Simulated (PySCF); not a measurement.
BFHIO. Atoms are numbered in the order given.

```xyz
5

B     -0.0147    -1.3297     0.0000
F     -1.1898    -1.9685     0.0000
I      0.0090     0.8171     0.0000
O      1.1593    -1.9967     0.0000
H      1.0280    -2.9655     0.0000
```
Charge 0, spin multiplicity 1.

The structure is a stationary point at PBE-D3(BJ)/def2-SVP. The def2 effective core potentials stand for the cores of I; spin–orbit coupling is left out. Other conformers were not sampled.

Method: B3LYP/def2-TZVPD in PySCF.

Mulliken values depend strongly on the basis, most of all with diffuse functions as here. ESP charges are fitted to the potential on shells at 1.4 to 2.0 van der Waals radii. Atomic charges (e):

```json
[
 {"atom": "B1", "Mulliken": "0.41", "ESP fit": "0.43"},
 {"atom": "F2", "Mulliken": "-0.27", "ESP fit": "-0.23"},
 {"atom": "I3", "Mulliken": "-0.08", "ESP fit": "-0.08"},
 {"atom": "O4", "Mulliken": "-0.37", "ESP fit": "-0.56"},
 {"atom": "H5", "Mulliken": "0.32", "ESP fit": "0.45"}
]
```
